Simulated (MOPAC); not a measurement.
Input file for MOPAC: PM3 on FH7Si2 (a complex), monomers drawn apart or pushed together.

```
PM3 1SCF PRECISE CHARGE=0 THREADS=1
FH7Si2

F      1.45958480 1     0.31951535 1    -0.17441569 1
H      1.34353286 1     0.29973948 1     0.74874191 1
Si    -0.35241009 1    -0.15230775 1     5.08229348 1
Si    -0.32323061 1    -0.15144092 1     2.73864237 1
H     -1.70013027 1    -0.53921649 1     5.56214414 1
H     -0.02509290 1     1.20072975 1     5.58998329 1
H      0.64395389 1    -1.12061275 1     5.59730334 1
H     -0.61312000 1    -1.49390390 1     2.18587720 1
H      1.04407940 1     0.23873113 1     2.28232546 1
H     -1.27870429 1     0.83087503 1     2.17834808 1
```

It printed:

```
*******************************************************************************
 **                                                                           **
 **                              MOPAC v23.2.5                                **
 **                                                                           **
 *******************************************************************************
 ** MOPAC's Digital Object Identifier: https://doi.org/10.5281/zenodo.6511958 **
 **                                                                           **
 ** Please cite the open-source release paper for use of this MOPAC version:  **
 ** J. E. Moussa and J. J. P. Stewart (2026)                                  **
 ** MOPAC: An open-source semiempirical molecular orbital program             **
 ** J. Open Source Softw., 11(119), 8025, https://doi.org/10.21105/joss.08025 **
 *******************************************************************************

                              PM3 CALCULATION RESULTS

 *******************************************************************************
 *  PM3        - The PM3 Hamiltonian to be used
 *
 *
 *
 *                 CHARGE ON SYSTEM = 0
 *
 *
 *
 *  PRECISE    - TIGHTER CRITERIA TO BE USED
 *  1SCF       - DO 1 SCF AND THEN STOP
 *  THREADS=1  - MULTI-THREADING NOT USED
 *  T=         - A TIME OF 172800.0 SECONDS REQUESTED
 *  DUMP=N     - RESTART FILE WRITTEN EVERY 7200.0 SECONDS REQUESTED
 *******************************************************************************
PM3 1SCF PRECISE CHARGE=0 THREADS=1
 FH7Si2

   ATOM   CHEMICAL          X               Y               Z
  NUMBER   SYMBOL      (ANGSTROMS)     (ANGSTROMS)     (ANGSTROMS)

     1       F          1.45958480  *   0.31951535  *  -0.17441569  *
     2       H          1.34353286  *   0.29973948  *   0.74874191  *
     3      Si         -0.35241009  *  -0.15230775  *   5.08229348  *
     4      Si         -0.32323061  *  -0.15144092  *   2.73864237  *
     5       H         -1.70013027  *  -0.53921649  *   5.56214414  *
     6       H         -0.02509290  *   1.20072975  *   5.58998329  *
     7       H          0.64395389  *  -1.12061275  *   5.59730334  *
     8       H         -0.61312000  *  -1.49390390  *   2.18587720  *
     9       H          1.04407940  *   0.23873113  *   2.28232546  *
    10       H         -1.27870429  *   0.83087503  *   2.17834808  *



          CARTESIAN COORDINATES

    NO.       ATOM           X           Y           Z

     1         F          1.4596      0.3195     -0.1744
     2         H          1.3435      0.2997      0.7487
     3        Si         -0.3524     -0.1523      5.0823
     4        Si         -0.3232     -0.1514      2.7386
     5         H         -1.7001     -0.5392      5.5621
     6         H         -0.0251      1.2007      5.5900
     7         H          0.6440     -1.1206      5.5973
     8         H         -0.6131     -1.4939      2.1859
     9         H          1.0441      0.2387      2.2823
    10         H         -1.2787      0.8309      2.1783

  H: (PM3): J. J. P. STEWART, J. COMP. CHEM. 10, 209 (1989).
  F: (PM3): J. J. P. STEWART, J. COMP. CHEM. 10, 209 (1989).
 Si: (PM3): J. J. P. STEWART, J. COMP. CHEM. 10, 209 (1989).

           Empirical Formula: H7 F Si2  =    10 atoms



      MOLECULAR POINT GROUP   :   Cs


      RHF CALCULATION, NO. OF DOUBLY OCCUPIED LEVELS = 11


 -------------------------------------------------------------------------------
 PM3 1SCF PRECISE CHARGE=0 THREADS=1
 FH7Si2



     1SCF WAS SPECIFIED, SO BFGS WAS NOT USED
     SCF FIELD WAS ACHIEVED


                              PM3 CALCULATION
                                                       MOPAC v23.2.5 Linux




          FINAL HEAT OF FORMATION =        -46.76885 KCAL/MOL =    -195.68085 KJ/MOL


          COSMO AREA              =        142.96 SQUARE ANGSTROMS
          COSMO VOLUME            =        132.32 CUBIC ANGSTROMS

          IONIZATION POTENTIAL    =         10.193414 EV
          HOMO LUMO ENERGIES (EV) =        -10.193 -1.521
          NO. OF FILLED LEVELS    =         11
          MOLECULAR WEIGHT        =         82.2247         POINT GROUP:  Cs

          MOLECULAR DIMENSIONS (Angstroms)

            Atom       Atom       Distance
            H     5    F     1     6.60525
            H    10    H     7     3.72680
            H     6    H     8     3.66817


          SCF CALCULATIONS        =          1





   ATOM   CHEMICAL          X               Y               Z
  NUMBER   SYMBOL      (ANGSTROMS)     (ANGSTROMS)     (ANGSTROMS)

     1       F          1.45958480  *   0.31951535  *  -0.17441569  *
     2       H          1.34353286  *   0.29973948  *   0.74874191  *
     3      Si         -0.35241009  *  -0.15230775  *   5.08229348  *
     4      Si         -0.32323061  *  -0.15144092  *   2.73864237  *
     5       H         -1.70013027  *  -0.53921649  *   5.56214414  *
     6       H         -0.02509290  *   1.20072975  *   5.58998329  *
     7       H          0.64395389  *  -1.12061275  *   5.59730334  *
     8       H         -0.61312000  *  -1.49390390  *   2.18587720  *
     9       H          1.04407940  *   0.23873113  *   2.28232546  *
    10       H         -1.27870429  *   0.83087503  *   2.17834808  *

                             CARTESIAN COORDINATES

   1    F        1.459584800     0.319515350    -0.174415690
   2    H        1.343532860     0.299739480     0.748741910
   3   Si       -0.352410090    -0.152307750     5.082293480
   4   Si       -0.323230610    -0.151440920     2.738642370
   5    H       -1.700130270    -0.539216490     5.562144140
   6    H       -0.025092900     1.200729750     5.589983290
   7    H        0.643953890    -1.120612750     5.597303340
   8    H       -0.613120000    -1.493903900     2.185877200
   9    H        1.044079400     0.238731130     2.282325460
  10    H       -1.278704290     0.830875030     2.178348080


           Empirical Formula: H7 F Si2  =    10 atoms



      MOLECULAR POINT GROUP   :   Cs


                  EIGENVALUES
 -23.70656 -17.17505 -16.57950 -15.70976 -15.61477 -15.51020 -13.05959 -12.99592
 -11.21376 -11.18915 -10.19341  -1.52089   0.56556   1.19997   1.43815   1.57291
   2.12266   2.21734   4.31372


              NET ATOMIC CHARGES AND DIPOLE CONTRIBUTIONS

  ATOM NO.   TYPE          CHARGE      No. of ELECS.   s-Pop       p-Pop
    1          F          -0.206002        7.2060     1.64900     5.55700
    2          H           0.182464        0.8175     0.81754
    3         Si           0.351698        3.6483     0.95510     2.69320
    4         Si           0.366704        3.6333     0.95941     2.67388
    5          H          -0.111454        1.1115     1.11145
    6          H          -0.111292        1.1113     1.11129
    7          H          -0.111290        1.1113     1.11129
    8          H          -0.111183        1.1112     1.11118
    9          H          -0.138413        1.1384     1.13841
   10          H          -0.111230        1.1112     1.11123
 DIPOLE           X         Y         Z       TOTAL
 POINT-CHG.    -0.536    -0.136     1.432     1.535
 HYBRID         0.056     0.025     0.490     0.494
 SUM           -0.480    -0.112     1.922     1.984


          ATOMIC ORBITAL ELECTRON POPULATIONS

     Atom    s        px        py        pz
    1  F   1.64900   1.99320   1.99979   1.56401
    2  H   0.81754
    3 Si   0.95510   0.88404   0.88308   0.92608
    4 Si   0.95941   0.85058   0.88037   0.94294
    5  H   1.11145
    6  H   1.11129
    7  H   1.11129
    8  H   1.11118
    9  H   1.13841
   10  H   1.11123

 **********************
 *                    *
 * JOB ENDED NORMALLY *
 *                    *
 **********************




 == MOPAC DONE ==
```

The run finished.

Cost: roughly 0.020 core-seconds.
